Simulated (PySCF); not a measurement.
A calculated (UHF, PySCF 2.14, Sapporo-DKH3-DZP-2012, the spin-free X2C one-electron Hamiltonian (Gaussian nucleus)) atom or ion has these occupied shells.

```
shell  electrons  orbital energy (eV)  rms radius, mean of both spins (bohr)
 1s α          1             -14416.0                                 0.0478
 1s β          1             -14415.8                                 0.0478
 2s α          1              -1972.6                                  0.199
 2s β          1              -1972.5                                  0.199
 2p α          3              -1740.8                                  0.177
 2p β          3              -1740.6                                  0.177
 3s α          1              -317.48                                  0.565
 3s β          1              -317.18                                  0.565
 3p α          3              -241.13                                  0.581
 3p β          3              -240.74                                  0.581
 3d α          5              -114.14                                  0.612
 3d β          5              -113.93                                  0.612
 4s α          1              -44.398                                   1.67
 4s β          1              -41.116                                   1.67
 4p α          3              -25.547                                   1.97
 4p β          2              -24.161                                   1.97
```

**Question.** Name the element and its charge.

**Answer.** Kr⁺ (krypton, charge +1), in [Ar] 3d10 4s2 4p5, 2P determinant.
